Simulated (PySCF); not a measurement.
PySCF input file for CH4F2OSSi, SMILES CS[Si](O)(F)F, C-PCM-M06-2X/def2-SVP. Geometry: B3LYP-D3(BJ)/def2-SVP. The structure was generated by enumeration, and PubChem lists no compound with its InChIKey, so it may never have been made. One conformer was computed; it need not be the lowest.

```python
import numpy as np
from pyscf import gto, scf, dft
from pyscf.solvent import pcm

mol = gto.M(
    atom='''
    C     2.07499385    0.74193249   -0.86483464
    S     1.42018134   -0.41514617    0.41520739
    Si   -0.63093589   -0.07495167    0.10800467
    O    -0.94543143    1.53571883    0.08949720
    F    -1.43632107   -0.83786896    1.27593161
    F    -1.19650965   -0.69191307   -1.27733088
    H     1.67419683    1.75147122   -0.70902129
    H     1.83268723    0.38541283   -1.87497147
    H     3.16498676    0.75269831   -0.73658885
    H    -1.75270514    1.83277257   -0.34917803
    ''',
    basis='def2-SVP',
    charge=0,
    spin=0,
    max_memory=1600,
    verbose=3,
)
mf = dft.RKS(mol, xc='m06-2x').density_fit(auxbasis='def2-universal-jkfit')
mf.grids.level = 4
mf.conv_tol = 1e-9
mf.max_cycle = 100
mf.kernel()
res = {}
for name, eps in {'water': 78.355, 'ethylethanoate': 5.9867, 'methanol': 32.613}.items():
    s = mf.PCM()
    s.with_solvent.method, s.with_solvent.eps, s.with_solvent.lebedev_order = 'C-PCM', eps, 29
    s.kernel(mf.make_rdm1())
    res[name] = (s.e_tot, eps, s.dip_moment(), s.mo_energy, s.converged)
    print(f'{name}: electrostatic solvation free energy {(s.e_tot - mf.e_tot) * 627.509474:.3f} kcal/mol')
```

Output:

```
converged SCF energy = -1002.70368075075

WARN: PCM is an experimental feature. It is still in testing.
Features and APIs may be changed in the future.

converged SCF energy = -1002.71451003151
Dipole moment(X, Y, Z, Debye):  0.37387,  2.63589, -2.18706
water: electrostatic solvation free energy -6.795 kcal/mol

WARN: PCM is an experimental feature. It is still in testing.
Features and APIs may be changed in the future.

converged SCF energy = -1002.71266027095
Dipole moment(X, Y, Z, Debye):  0.36583,  2.55017, -2.09689
ethylethanoate: electrostatic solvation free energy -5.635 kcal/mol

WARN: PCM is an experimental feature. It is still in testing.
Features and APIs may be changed in the future.

converged SCF energy = -1002.71429189232
Dipole moment(X, Y, Z, Debye):  0.37288,  2.62562, -2.17621
methanol: electrostatic solvation free energy -6.659 kcal/mol
```

The calculation finished and met its thresholds.

Cost: around 120 core-seconds (rough).
